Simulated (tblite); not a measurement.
Species: C₂H₈NO₂Si₂ (charge -1).
SMILES with atom numbers: `[CH3:1][C:2](=[O:3])[O:4][SiH2:5][N-:6][SiH3:7]` (hydrogens: H8, H9, H10 on C1; H11, H12 on Si5; H13, H14, H15 on Si7)

A start from a force field or distance geometry was refined with GFN2-xTB geometry optimisation, gas phase in tblite 0.8.0. Values at the start:

```
coordinate    start
     C1–C2  1.484 Å
     C1–H8  1.102 Å
     C2=O3  1.237 Å
     C2–O4  1.356 Å
    O4–Si5  1.658 Å
    Si5–N6  1.750 Å
   Si5–H11  1.490 Å
    N6–Si7  1.750 Å
   Si7–H13  1.477 Å
   Si7–H14  1.488 Å
  C1–C2–O3   123.6°
  C1–C2–O4   109.1°
 C2–O4–Si5   124.5°
  O3–C2–O4   127.3°
 O4–Si5–N6   105.3°
Si5–N6–Si7   110.2°
```

How do these coordinates change at the GFN2-xTB level?

```json
{"coordinate": "Si5–N6", "GFN2-xTB (Å or °)": "1.658", "change": "-0.092"}
{"coordinate": "C2–O4", "GFN2-xTB (Å or °)": "1.281", "change": "-0.075"}
{"coordinate": "N6–Si7", "GFN2-xTB (Å or °)": "1.675", "change": "-0.075"}
{"coordinate": "O4–Si5", "GFN2-xTB (Å or °)": "1.722", "change": "+0.064"}
{"coordinate": "C1–C2", "GFN2-xTB (Å or °)": "1.534", "change": "+0.050"}
{"coordinate": "C2=O3", "GFN2-xTB (Å or °)": "1.214", "change": "-0.023"}
{"coordinate": "C1–H8", "GFN2-xTB (Å or °)": "1.087", "change": "-0.015"}
{"coordinate": "Si5–H11", "GFN2-xTB (Å or °)": "1.482", "change": "-0.008"}
{"coordinate": "Si7–H13", "GFN2-xTB (Å or °)": "1.483", "change": "+0.006"}
{"coordinate": "Si7–H14", "GFN2-xTB (Å or °)": "1.493", "change": "+0.005"}
{"coordinate": "Si5–N6–Si7", "GFN2-xTB (Å or °)": "131.4", "change": "+21.2"}
{"coordinate": "O4–Si5–N6", "GFN2-xTB (Å or °)": "101.0", "change": "-4.3"}
{"coordinate": "C1–C2–O4", "GFN2-xTB (Å or °)": "112.1", "change": "+3.0"}
{"coordinate": "C1–C2–O3", "GFN2-xTB (Å or °)": "120.8", "change": "-2.8"}
{"coordinate": "C2–O4–Si5", "GFN2-xTB (Å or °)": "126.6", "change": "+2.1"}
{"coordinate": "O3–C2–O4", "GFN2-xTB (Å or °)": "127.1", "change": "-0.2"}
```

The energy falls by 63.7 kJ/mol over 62 L-BFGS steps, the largest force on an atom goes from 3.59 to 0.007 eV/Å, and the atoms move by 0.366 Å rms after alignment. The bond that changes most is Si5–N6 (ends: oxygen-bound silicon; nitrogen bonded to 2 Si), which shortens by 0.092 Å. Bonds longer at the end by more than 0.005 Å: 4 of 14; shorter: 7. Rotational constants go from 6820, 687.8, 636.8 to 6392, 684.8, 629.4 MHz.

Hardware: one thread, Arm Neoverse V1 (aarch64), shared host with 32 logical CPUs at a one-minute load of 21. Cost: 0.47 s wall.

Its GFN2-xTB frequencies are all real (lowest 32 cm⁻¹).

Conformer computed: `[CH3:1][C:2](=[O:3])[O:4][SiH2:5][N-:6][SiH3:7]`: C1–C2–O4–Si5 180°, C2–O4–Si5–N6 180°, O4–Si5–N6–Si7 180°.

One conformer stands for the species.
